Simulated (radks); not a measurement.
All-electron atom: Bi2+ in [Xe] 4f14 5d10 6s(up 1, down 0) 6p2 (not the ground configuration).

Calculated with a radial shooting solver on a logarithmic mesh with Libxc functionals: scalar-relativistic Kohn-Sham, PBE, spin-polarised, spherical densities, finite nucleus; open shells are filled with parallel spins first (spin-orbit coupling, left out, can overturn this in heavy ions); Fermi nuclear charge, rms radius 5.5211 fm.

Energy parts (eV):
part                       energy
total                  -585672.21
kinetic                 663789.07
electron-nucleus      -1461994.71
Hartree                 223253.66
exchange-correlation    -10720.23

Orbitals (lengths in bohr, moments of r in powers of bohr; <r^-3> diverges for s and p1/2; r(90%) holds 90 % of the orbital's charge):
| orbital | occ. | eigenvalue (eV) | <r^2> | r(90%) | <r^-3> | <r^4> |
|---|---|---|---|---|---|---|
| 1s up | 1 | -90636.63 | 0.0003464 | 0.0290 | - | 3.330e-07 |
| 1s down | 1 | -90636.56 | 0.0003464 | 0.0290 | - | 3.330e-07 |
| 2s up | 1 | -16302.26 | 0.005245 | 0.103 | - | 0.00004781 |
| 2s down | 1 | -16302.23 | 0.005245 | 0.103 | - | 0.00004781 |
| 2p up | 3 | -13954.13 | 0.004486 | 0.0988 | 31030 | 0.00003998 |
| 2p down | 3 | -13954.09 | 0.004486 | 0.0988 | 31030 | 0.00003998 |
| 3s up | 1 | -3949.940 | 0.03370 | 0.252 | - | 0.001711 |
| 3s down | 1 | -3949.901 | 0.03370 | 0.252 | - | 0.001711 |
| 3p up | 3 | -3278.675 | 0.03501 | 0.260 | 7232 | 0.001919 |
| 3p down | 3 | -3278.632 | 0.03501 | 0.260 | 7232 | 0.001919 |
| 3d up | 5 | -2602.876 | 0.02902 | 0.244 | 871.3 | 0.001474 |
| 3d down | 5 | -2602.838 | 0.02902 | 0.244 | 871.3 | 0.001474 |
| 4s up | 1 | -921.4448 | 0.1604 | 0.540 | - | 0.03703 |
| 4s down | 1 | -921.3798 | 0.1604 | 0.540 | - | 0.03703 |
| 4p up | 3 | -701.3899 | 0.1841 | 0.583 | 1790 | 0.04985 |
| 4p down | 3 | -701.3180 | 0.1840 | 0.583 | 1791 | 0.04984 |
| 4d up | 5 | -449.3802 | 0.2059 | 0.628 | 191.4 | 0.06648 |
| 4d down | 5 | -449.2973 | 0.2058 | 0.628 | 191.5 | 0.06646 |
| 5s up | 1 | -176.9367 | 0.7736 | 1.18 | - | 0.8577 |
| 5s down | 1 | -176.7559 | 0.7728 | 1.18 | - | 0.8544 |
| 4f up | 7 | -171.9058 | 0.2321 | 0.698 | 39.36 | 0.1040 |
| 4f down | 7 | -171.8123 | 0.2320 | 0.698 | 39.37 | 0.1039 |
| 5p up | 3 | -115.1506 | 1.013 | 1.37 | 342.6 | 1.518 |
| 5p down | 3 | -114.9217 | 1.008 | 1.36 | 343.4 | 1.496 |
| 5d up | 5 | -46.3436 | 1.741 | 1.85 | 24.33 | 5.025 |
| 5d down | 5 | -45.6651 | 1.692 | 1.81 | 24.95 | 4.691 |
| 6s up | 1 | -32.7088 | 4.721 | 2.94 | - | 32.55 |
| 6s down | 0 | -30.3980 | 4.660 | 2.93 | - | 31.90 |
| 6p up | 2 | -20.9743 | 7.341 | 3.70 | 39.61 | 80.18 |
| 6p down | 0 | -18.4844 | 7.400 | 3.72 | 39.69 | 82.39 |

The highest occupied level is 6p up at -20.974 eV. The configuration is held as typed, so some empty levels lie below it. Summed over all electrons, <r^2> = 51.52 bohr^2, which gives a Langevin (diamagnetic) susceptibility term of -40.8 x 10^-6 cm^3/mol. The electron density at the nucleus is 3.213e+06 e/bohr^3 (large components only). Spin moment in Bohr magnetons: 3. The density falls to 0.001 e/bohr^3 at r = 4.06 bohr.
